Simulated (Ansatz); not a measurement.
Consider the formal exchange of groups at a Ge–N bond: `C[NH][GeH2][OH]` + `C#CCS` → `C#[C][GeH2][OH]` + `CNCS`.

Calculated with Ansatz (gas phase, PBE0-D4/def2-TZVP geometries, no zero-point term in ΔE). CBS: MP2 limit from def2 TZ/QZ plus the TZ coupled-cluster correction, frozen cores. Functionals use def2-TZVPP. For Ge outer-core shells are correlated without core-valence functions, which leaves a few kJ/mol of doubt a bond. Scalar relativity is left out up to krypton. Each species was taken in one conformer, which may not be the lowest.

`C[NH][GeH2][OH]`:

Cartesian coordinates in Å:
```
C 0.400 -0.476 -1.478
N -0.087 -0.872 -0.172
Ge -0.759 0.353 0.996
O 0.381 1.664 1.426
H 1.397 -0.017 -1.468
H 0.428 -1.336 -2.154
H -0.287 0.253 -1.918
H 0.455 -1.615 0.243
H -1.156 -0.427 2.262
H -1.892 1.116 0.306
H 1.120 1.357 1.956
```

`C#CCS`:

```xyz
8

C    -1.191   -0.357    1.684
C    -0.390   -0.124    0.822
C     0.563    0.155   -0.230
S    -0.258   -0.023   -1.853
H    -1.898   -0.564    2.452
H     1.400   -0.542   -0.168
H     0.945    1.172   -0.126
H     0.828    0.283   -2.582
```

`C#[C][GeH2][OH]`:

Cartesian coordinates in Å:
```
C 0.772 0.854 2.032
C 0.273 0.464 1.007
Ge -0.564 -0.120 -0.585
O 0.684 -1.058 -1.437
H 1.224 1.194 2.935
H -0.992 1.091 -1.430
H -1.769 -1.015 -0.249
H 0.372 -1.410 -2.273
```

`CNCS`:

Cartesian coordinates in Å:
```
C -1.554 -0.282 0.077
N -0.232 -0.215 0.659
C 0.735 0.398 -0.209
S 2.303 0.536 0.703
H -2.229 -0.792 0.765
H -1.592 -0.802 -0.894
H -1.939 0.730 -0.074
H 0.093 -1.132 0.938
H 0.377 1.396 -0.474
H 0.927 -0.152 -1.143
H 3.110 0.316 -0.346
```

| species | PBE energy (Eh) |
| --- | --- |
| `C[NH][GeH2][OH]` | -2248.86822 |
| `C#CCS` | -514.56455 |
| `C#[C][GeH2][OH]` | -2230.35407 |
| `CNCS` | -533.06465 |

Q: Work out ΔE.

A: ΔE = (-2230.35407) + (-533.06465) − (-2248.86822) − (-514.56455) = 0.01405 Eh = +8.8 kcal/mol. CCSD(T)/CBS gives +8.4 kcal/mol.

Largest T1 diagnostic among the species: 0.012.
